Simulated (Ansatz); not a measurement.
Cost and result for the atomization energy of C$_{2}$H$_{6}$ClFSi, SMILES `FC(Cl)C[SiH3]` (11 atoms, 10 bonds).

```csv
atom,x (Å),y (Å),z (Å)
F1,1.530,-0.963,-0.824
C2,1.341,0.155,-0.063
Cl3,2.524,1.386,-0.591
C4,-0.071,0.645,-0.195
Si5,-1.362,-0.658,0.269
H6,1.614,-0.091,0.964
H7,-0.203,1.514,0.455
H8,-0.243,0.980,-1.222
H9,-1.421,-1.741,-0.742
H10,-1.024,-1.238,1.596
H11,-2.686,0.011,0.353
```

Total charge 0; spin multiplicity 1. The geometry is a stationary point of PBE0-D4/def2-TZVP. It is one conformer, not always the lowest. Program: Ansatz. All runs use 4 threads of an Arm Neoverse V1 on a shared host. Times are those of one run each, without the atoms' runs, and a repeat can differ threefold. Electronic energies, without spin–orbit coupling; frozen cores. CCSD(T)/CBS adds CCSD(T) − MP2 in def2-TZVPP to the MP2 limit, and its time is that of the two runs behind it. T1 = 0.011. B3LYP takes the VWN-RPA correlation (the form of Gaussian; ORCA's B3LYP/G).

CCSD(T)/CBS is a level of theory with its own doubt, some kJ/mol a heavy atom from the limit and from the frozen cores, so smaller differences don't rank the functionals.

```csv
level,functions,wall time
PBE-D4/def2-TZVPP (with forces),261,2.8 s
PBE0-D4/def2-TZVPP,261,3.5 s
r2SCAN-D4/def2-TZVPP (with forces),261,5.5 s
B3LYP-D4/def2-TZVPP (with forces),261,5.5 s
B2PLYP/def2-TZVPP,261,6 s
ωB97X-V/def2-TZVPP,261,9 s
ωB97M-V/def2-TZVPP (with forces),261,13 s
MP2/def2-QZVPP,491,26 s
CCSD(T)/def2-TZVPP,261,3.2 min
CCSD(T)/CBS(def2),–,3.6 min
```

(1) What atomization energy does each give, and how far from CCSD(T)/CBS? (Best estimate.)

## Answers

(1) Ansatz gave: 
| level | atomization (kcal/mol) | difference from CCSD(T)/CBS | per bond |
| --- | --- | --- | --- |
| PBE-D4/def2-TZVPP (with forces) | 925.0 | 14.3 | 1.4 |
| PBE0-D4/def2-TZVPP | 911.4 | 0.7 | 0.1 |
| r2SCAN-D4/def2-TZVPP (with forces) | 913.3 | 2.6 | 0.3 |
| B3LYP-D4/def2-TZVPP (with forces) | 907.5 | -3.2 | -0.3 |
| B2PLYP/def2-TZVPP | 898.2 | -12.5 | -1.3 |
| ωB97X-V/def2-TZVPP | 915.0 | 4.3 | 0.4 |
| ωB97M-V/def2-TZVPP (with forces) | 913.7 | 3.0 | 0.3 |
| MP2/def2-QZVPP | 913.9 | 3.2 | 0.3 |
| CCSD(T)/def2-TZVPP | 887.7 | -23.0 | -2.3 |
| CCSD(T)/CBS(def2) | 910.7 | 0.0 | 0.0 |

From PBE to PBE0 (25 % exact exchange), in def2-TZVPP and without D4, the atomization energy moves by −12.7 kcal/mol: exact exchange takes away binding that semilocal exchange gives to molecules. In def2-TZVPP, CCSD(T) changes the Hartree–Fock value by +216.2 kcal/mol (the triples alone add +12.9 kcal/mol) and MP2 by +228.8 kcal/mol; breaking electron pairs costs correlation energy, which Hartree–Fock lacks. The D4 term adds +8.9 kcal/mol with B3LYP and +4.7 kcal/mol with PBE0; it sums over pairs of atoms, weighted by their polarisabilities, and B3LYP, whose exchange is more repulsive, gets the larger term.
